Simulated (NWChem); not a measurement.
# Atomisation of trisilylamine (H9NSi3)

```
N
Si 1 1.7593
Si 1 1.7593 2 119.89
Si 1 1.7594 2 119.73 3 -170.77
H 2 1.4933 1 108.93 3 -33.67
H 3 1.4933 1 108.93 2 33.67
H 4 1.4934 1 108.94 2 -34.48
H 4 1.4934 7 110.20 1 119.47
H 2 1.4934 5 110.18 1 119.49
H 3 1.4934 6 110.18 1 -119.49
H 4 1.4975 7 108.09 8 117.93
H 2 1.4975 5 108.11 9 117.89
H 3 1.4975 6 108.11 10 -117.89
```
Charge 0, spin multiplicity 1.

Everything below was run with NWChem. All single points use one geometry, from PBE0/def2-SVP, held to Cs symmetry and with no frequency check, so it may be a saddle point.

Basis set: def2-TZVP. The atomisation energy is electronic alone: no zero-point, thermal, spin-orbit or counterpoise terms. No value is extrapolated to the basis-set limit. Free atoms are single determinants with multiplicities Si 3, N 4, H 2. Correlated methods freeze the same cores in atoms and molecule, 16 orbitals in all.

The stability of the SCF solutions was not checked. Open-shell Hartree-Fock references start from PBE0 orbitals.

One of these methods gave an atomisation energy of 940.9 kcal/mol. Which?
(A) r2SCAN
(B) HF
(C) MP2
(D) PBE

D, PBE. The others give 724.2 (HF), 917.3 (MP2), 954.7 (r2SCAN).
